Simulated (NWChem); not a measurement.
# CH₅FOSi; SMILES O[SiH2]CF

```xyz
9

O     -0.9641     1.4438    -0.2782
Si     0.4773     0.7196     0.1356
C      0.5082    -1.1029    -0.4048
F     -0.5299    -1.7635     0.2837
H     -1.7585     1.0453     0.1050
H      1.5359     1.4794    -0.5757
H      0.7168     0.7434     1.6057
H      1.4570    -1.6002    -0.1587
H      0.3351    -1.2285    -1.4819
```
Atoms are numbered in this order, from 1.

Computed with NWChem. Pople sets run with spherical d functions. Coordinates come from a B3LYP/6-31G* (spherical d) optimisation. Static field.

```
level                                            isotropic polarisability (bohr³)  anisotropy (bohr³)
-----------------------------------------------  --------------------------------  ------------------
PBE/6-31+G*                                                                  42.7                 4.6
B3LYP/6-31+G*                                                                40.7                 3.5
LC-BLYP (range parameter 0.33 per bohr)/6-31+G*                              40.8                 3.1
LDA (Slater exchange, VWN5)/6-31+G*                                          43.3                 4.9
```
